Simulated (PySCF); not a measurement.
Spin-Hamiltonian simulation

Molecule: `InChI=1S/C6H7FO/c1-5-4-8-3-2-6(5)7/h2-4,6H,1H3/t6-/m0/s1`.

Bonds (- single, = double, # triple, : aromatic): C1-C2 1.494 Å, C2=C3 1.331 Å, C3-O4 1.360 Å, O4-C5 1.350 Å, C5=C6 1.329 Å, C6-C7 1.493 Å, C7-F8 1.414 Å, C7-C2 1.502 Å. C1 carries H9, H10, H11; C3 carries H12; C5 carries H13; C6 carries H14; C7 carries H15. Stereochemistry as in CC1=COC=C[C@@H]1F.

- B3LYP/pcJ-1 coupling constants (spin–dipole term only in couplings to heteroatoms)
- GFN2-xTB structure
- PBE0/pcSseg-1 with gauge-including orbitals
- run in PySCF 2.14.0 with density-fitted response routines
- in vacuum, one conformer, one averaged value for each set of equivalent atoms, non-relativistic

Referencing at the same level of theory: $^{1}$H (σ = 31.72 ppm) vs TMS.

Shifts (ppm): F8 -144.7, H9/H10/H11 2.01, H12 6.82, H13 6.99, H14 5.57, H15 5.77.
Couplings (Hz): F8–H9, F8–H10, F8–H11: -1.2; F8–H12: -2.6; F8–H13: -3.3; F8–H14: 2.5; F8–H15: 64.9; H9–H10, H9–H11, H10–H11: -15.0; H9–H12, H10–H12, H11–H12: -1.8; H9–H13, H10–H13, H11–H13: -0.1; H9–H15, H10–H15, H11–H15: -0.5; H12–H13: 0.2; H12–H14: 0.4; H12–H15: -0.2; H13–H14: 7.3; H13–H15: -0.5; H14–H15: 4.7.

The 8-spin Hamiltonian (Zeeman plus full scalar coupling among like nuclei) was diagonalised exactly; lines are Lorentzian, 0.5 Hz wide, and the maxima above 3 % are listed with the tallest set to 100.

Q: Give the $^{1}$H peak list of this spin system at 60 MHz.

A: 
Hz from δ = 0 (height): 424.8 (17), 421.6 (15), 417.6 (21), 414.2 (19), 411.4 (16), 409.4 (18), 407.1 (15), 405.2 (5), 381.1 (11), 376.5 (14), 341.3 (12), 341.0 (12), 339.2 (9), 338.9 (9), 336.6 (10), 336.3 (10), 334.1 (20), 332.0 (7), 331.7 (7), 329.4 (8), 329.0 (8), 327.3 (12), 327.0 (12), 315.8 (16), 311.1 (10), 122.3 (56), 121.9 (60), 121.1 (68), 120.6 (100), 120.1 (67), 119.4 (60), 118.9 (55)

Q: And at 700 MHz?

A: 
| Hz | ppm | height |
| --- | --- | --- |
| 4898.2 | 6.997 | 16 |
| 4895.1 | 6.993 | 16 |
| 4894.9 | 6.993 | 16 |
| 4891.1 | 6.987 | 16 |
| 4890.9 | 6.987 | 16 |
| 4887.9 | 6.983 | 16 |
| 4887.6 | 6.982 | 16 |
| 4777.9 | 6.826 | 5 |
| 4776.2 | 6.823 | 15 |
| 4774.0 | 6.820 | 18 |
| 4771.9 | 6.817 | 15 |
| 4770.1 | 6.814 | 5 |
| 4073.9 | 5.820 | 12 |
| 4069.2 | 5.813 | 13 |
| 4009.0 | 5.727 | 12 |
| 4004.2 | 5.720 | 13 |
| 3906.4 | 5.581 | 10 |
| 3906.1 | 5.580 | 10 |
| 3903.9 | 5.577 | 10 |
| 3903.5 | 5.576 | 10 |
| 3901.7 | 5.574 | 10 |
| 3901.4 | 5.573 | 10 |
| 3899.1 | 5.570 | 19 |
| 3898.8 | 5.570 | 19 |
| 3896.6 | 5.567 | 10 |
| 3896.2 | 5.566 | 10 |
| 3894.4 | 5.563 | 9 |
| 3894.1 | 5.563 | 9 |
| 3891.9 | 5.560 | 9 |
| 3891.5 | 5.559 | 9 |
| 1408.7 | 2.012 | 55 |
| 1408.2 | 2.012 | 60 |
| 1407.5 | 2.011 | 68 |
| 1407.0 | 2.010 | 100 |
| 1406.5 | 2.009 | 67 |
| 1405.8 | 2.008 | 60 |
| 1405.3 | 2.008 | 55 |

Q: Among coupled protons with different shifts, which pair is furthest from first order, and how does the field change that?

A: H14 and H15: Δν/J is about 2.6 at 60 MHz (strongly coupled) and 29.8 at 700 MHz (close to first order). J in Hz doesn't depend on the field, while Δν in Hz grows in proportion to it.

Unscaled 3J(H,H) at this level run about 10 % above measured values.
